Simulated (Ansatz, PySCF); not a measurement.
System: bicarbonate, CHO3 (charge -1, singlet). It need not be the lowest isomer of its formula. SMILES: O=C([O-])O
Coordinates optimised at B3LYP-D3(BJ)/def2-TZVP (Ansatz, an electronic-structure program):
```
C
O 1 1.2323
O 1 1.2486 2 132.63
O 1 1.4499 2 114.04 3 180.00
H 4 0.9647 1 101.83 2 180.00
```
Charge -1, spin multiplicity 1.

Wanted: vertical ionisation energy (to the doublet state of charge +0; each state is the SCF solution reached for its spin; for the doublet the Hartree-Fock reference is unstable and T1 is 0.026), in eV. Cores are frozen in the correlated levels unless marked. UHF or UKS for open shells. Spin-orbit coupling is left out. No relativistic terms. Anions need diffuse functions: aug- sets have them; def2-D sets add few. CBS marks a two-point X^-3 extrapolation of the correlation energy; Hartree-Fock from the larger set. The program attaches cautions to a run behind CCSD/aug-cc-pVDZ: other roots.

| level | program | vertical ionisation energy (eV) |
|---|---|---|
| HF/aug-cc-pVQZ | Ansatz | 3.02 |
| PBE/def2-TZVPD | Ansatz | 3.72 |
| r2SCAN/def2-TZVPD | Ansatz | 3.80 |
| PBE0/def2-TZVPD | Ansatz | 4.03 |
| M06-2X/def2-TZVPD | PySCF | 4.49 |
| RI-MP2/aug-cc-pVTZ | Ansatz | 4.88 |
| RI-MP2/aug-cc-pVQZ | Ansatz | 4.95 |
| RI-MP2/CBS(aug-cc-pVTZ,aug-cc-pVQZ) | Ansatz | 5.01 |
| CCSD/aug-cc-pVDZ | Ansatz | 4.15 |

For comparison, minus the highest occupied orbital energy (PySCF): -0.03 eV at M06-L/def2-TZVPD, 2.50 eV at MN15/def2-TZVPD, 5.77 eV at HF/def2-TZVPD.
